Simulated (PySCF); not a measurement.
# `CC(=C=CF)C#N`, C₅H₄FN

Geometry:
```json
{"atom": "C1", "x (Å)": "-1.449", "y (Å)": "-0.710", "z (Å)": "0.128"}
{"atom": "C2", "x (Å)": "-0.344", "y (Å)": "0.300", "z (Å)": "0.009"}
{"atom": "C3", "x (Å)": "0.926", "y (Å)": "0.005", "z (Å)": "-0.096"}
{"atom": "C4", "x (Å)": "2.183", "y (Å)": "-0.284", "z (Å)": "-0.215"}
{"atom": "F5", "x (Å)": "3.005", "y (Å)": "-0.426", "z (Å)": "0.842"}
{"atom": "C6", "x (Å)": "-0.740", "y (Å)": "1.664", "z (Å)": "-0.004"}
{"atom": "N7", "x (Å)": "-1.085", "y (Å)": "2.756", "z (Å)": "-0.012"}
{"atom": "H8", "x (Å)": "-1.043", "y (Å)": "-1.718", "z (Å)": "0.129"}
{"atom": "H9", "x (Å)": "-2.001", "y (Å)": "-0.542", "z (Å)": "1.051"}
{"atom": "H10", "x (Å)": "-2.143", "y (Å)": "-0.598", "z (Å)": "-0.705"}
{"atom": "H11", "x (Å)": "2.697", "y (Å)": "-0.444", "z (Å)": "-1.154"}
```

Computed, not measured: TDDFT CAM-B3LYP/def2-SVPD circular dichroism and optical rotation, one conformer, gas phase in PySCF. Geometry: GFN2-xTB.

No stereocentre is labelled: unless the shape is locked (an allene, a helicene, a hindered biaryl), the mirror image is equally populated and a measured rotation or CD is zero.

Task: List the lowest 8 singlet excitations with oscillator and rotatory strengths.

Result: Rotatory strengths R in 10⁻⁴⁰ esu² cm², velocity form and length form (origin at the centre of mass); f in length form.
| state | E (eV) | λ (nm) | f | R (velocity) | R (length) | main |
| --- | --- | --- | --- | --- | --- | --- |
| 1 | 4.72 | 262 | 0.0006 | +0.6 | +0.5 | HOMO→LUMO 0.97 |
| 2 | 6.26 | 198 | 0.325 | +18.9 | +19.0 | HOMO−1→LUMO 0.88 |
| 3 | 6.38 | 194 | 0.003 | -20.8 | -20.5 | HOMO−1→LUMO+1 0.80, HOMO−1→LUMO+2 0.09 |
| 4 | 6.61 | 188 | 0.0006 | +4.3 | +4.1 | HOMO−2→LUMO 0.88 |
| 5 | 7.57 | 164 | 0.357 | +24.4 | +26.1 | HOMO→LUMO+1 0.76 |
| 6 | 7.71 | 161 | 0.020 | +3.0 | +2.2 | HOMO−1→LUMO+2 0.43, HOMO−1→LUMO+4 0.23 |
| 7 | 7.76 | 160 | 0.155 | -28.2 | -29.6 | HOMO→LUMO+2 0.72 |
| 8 | 7.91 | 157 | 0.060 | -48.8 | -49.7 | HOMO−1→LUMO+5 0.25, HOMO−1→LUMO+2 0.23 |

Among the states computed, the strongest CD band (largest |R|) is state 8. The largest dissymmetry factor in size, g = 4R/(D+G), with D and G the electric and magnetic dipole strengths, is +0.063 for state 4 (velocity form, f = 0.0007), among bands with |R| over 0.5. The mirror image has the same energies and oscillator strengths and all R with the opposite sign.
